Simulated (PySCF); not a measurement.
These compounds are isomers of formula C$_{6}$H$_{7}$N$_{3}$.

A. `c1ncc(C2CC2)nn1`
B. `C#Cc1c(C)nnn1C`
C. SMILES C=Cc1nncnc1C
D. `C(=C)c1nnncc1C`
E. SMILES C#Cc1cnn(CC)n1
F. `N1(C=C)C(C=C)=NN=C1`

Spectrum 1. ¹H NMR (500 MHz, computed): δ 8.99 (s, 1H), 8.38 (m, 1H), 7.15 (m, 1H), 6.41 (m, 1H), 2.35 (s, 3H). ¹³C{¹H} NMR (computed): δ 156.2 (C), 155.7 (CH), 136.9 (CH2), 134.9 (CH), 129.0 (C), 17.0 (CH3).

Spectrum 2. ¹H NMR (500 MHz, computed): δ 9.84 (s, 1H), 8.63 (s, 1H), 1.82 (m, 1H), 1.61 (m, 2H), 1.29 (m, 2H). ¹³C{¹H} NMR (computed): δ 171.9 (C), 160.7 (CH), 152.4 (CH), 17.5 (CH2), 16.5 (CH).

Spectrum 3. ¹H NMR (500 MHz, computed): δ 4.16 (s, 3H), 3.77 (s, 1H), 2.65 (s, 3H). ¹³C{¹H} NMR (computed): δ 155.3 (C), 123.8 (C), 103.2 (CH), 75.9 (C), 36.0 (CH3), 14.0 (CH3).

Spectrum 4. ¹H NMR (500 MHz, computed): δ 8.33 (s, 1H), 7.56 (m, 1H), 6.98 (m, 1H), 6.51 (m, 1H), 6.02 (m, 1H), 5.64 (m, 1H), 5.17 (m, 1H). ¹³C{¹H} NMR (computed): δ 154.0 (C), 140.6 (CH), 131.9 (CH), 130.3 (CH2), 124.2 (CH), 105.1 (CH2).

Spectrum 5. ¹H NMR (500 MHz, computed): δ 7.78 (s, 1H), 4.51 (q, 2H), 2.87 (s, 1H), 1.49 (t, 3H). ¹³C{¹H} NMR (computed): δ 145.1 (CH), 135.0 (C), 90.8 (CH), 79.2 (C), 51.8 (CH2), 19.4 (CH3).

Spectrum 6. ¹H NMR (500 MHz, computed): δ 9.67 (s, 1H), 8.12 (m, 1H), 7.13 (m, 1H), 6.19 (m, 1H), 2.70 (s, 3H). ¹³C{¹H} NMR (computed): δ 160.8 (CH), 160.5 (C), 159.8 (C), 134.8 (CH), 132.9 (CH2), 23.7 (CH3).

[PySCF 2.14.0 with density-fitted response routines: geometry from GFN2-xTB; NMR shieldings at PBE0/pcSseg-1/GIAO; relativity neglected; one conformer; isolated molecule; averaged over atoms made equivalent by symmetry, fast rotation or ring inversion]

Chemical shifts δ = σref − σ; ¹H and ¹³C against TMS, all at this level. Where no couplings were computed, multiplicities follow the n + 1 count of equivalent neighbours, and m marks all less simple cases (inequivalent or close neighbours, rings, F or P nearby). Shifts are as computed. Against solution values, carbons near 30 ppm lie about +3 ppm off and those near 130 ppm about +5 ppm. Of 1211 compounds with measured shifts, 218 miss one by over three times the rms of a fit or turn the order of signals round; such compounds aren't used in these exercises.

Match each spectrum to its structure.

Answers

1–D, 2–A, 3–B, 4–F, 5–E, 6–C.

- Spectrum 1 (D): 6 ¹³C signals; δC 155.7 is an aromatic CH next to a ring nitrogen; δC 136.9 is a terminal =CH2 carbon.
- Spectrum 2 (A): 5 ¹³C signals; δC 152.4 is an aromatic CH next to a ring nitrogen; δC 17.5 is a three-membered-ring carbon.
- Spectrum 3 (B): 6 ¹³C signals; δC 103.2 is a terminal alkyne carbon; δC 75.9 is an alkyne carbon.
- Spectrum 4 (F): 6 ¹³C signals; δC 131.9 is an alkene CH; δC 130.3 is a terminal =CH2 carbon.
- Spectrum 5 (E): 6 ¹³C signals; δC 145.1 is an aromatic CH next to a ring nitrogen; δC 90.8 is a terminal alkyne carbon.
- Spectrum 6 (C): 6 ¹³C signals; δC 134.8 is an alkene CH; δC 132.9 is a terminal =CH2 carbon.
